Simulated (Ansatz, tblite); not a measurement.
Forces on Sn2Bi at its r2SCAN-D4/def2-SVP geometry. The state is a doublet with charge 0.

In the def2 sets Bi, Sn take a core potential; there is no spin–orbit coupling. The xTB rows come from tblite. The structure comes from a short search, and lower isomers may exist.

GFN1-xTB (tblite), largest force 0.10 eV/Å:

```xyz
3
positions Å, forces eV/Å
Bi    0.059   -1.560    0.337    0.003   -0.097    0.022
Sn    0.385    0.490   -1.581   -0.023    0.065    0.061
Sn   -0.444    1.070    1.244    0.020    0.032   -0.084
```

GFN2-xTB (tblite), largest force 0.71 eV/Å:

```
Bi -0.026 0.696 -0.149
Sn -0.021 -0.323 0.192
Sn 0.048 -0.373 -0.043
```

PBE0-D4/def2-TZVP (Ansatz), largest force 0.36 eV/Å:

```
Bi -0.014 0.356 -0.076
Sn -0.037 -0.147 0.186
Sn 0.050 -0.209 -0.110
```
